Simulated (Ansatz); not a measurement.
In(PH3)H3 (InPH6). The state is a singlet with charge 0. Geometry B3LYP-D4/def2-TZVP; atoms count from 1.

```
atom    x (Å)    y (Å)    z (Å)
 In1  -1.2019  -0.7685   0.7800
  P2   0.9024   0.5701  -0.5793
  H3   1.7569   1.4403   0.1276
  H4   0.5872   1.4440  -1.6395
  H5   1.9018  -0.1702  -1.2429
  H6  -1.9310   0.6870   1.3827
  H7  -0.1653  -1.6925   1.8207
  H8  -1.8500  -1.5102  -0.6493
```

In the def2 sets In takes a core potential; there is no spin–orbit coupling.

Question: Estimate the Mulliken populations from the PBE0/def2-TZVP orbitals of Ansatz.

Answer: 
```csv
atom,charge (e)
In1,0.25
P2,-0.20
H3,0.11
H4,0.12
H5,0.11
H6,-0.13
H7,-0.13
H8,-0.13
```
Mulliken values and Mayer orders depend strongly on the basis.

Question: And the Mayer bond orders between bonded heavy atoms (over 0.3)?

Answer: In1–P2 0.31 (2.84 Å).
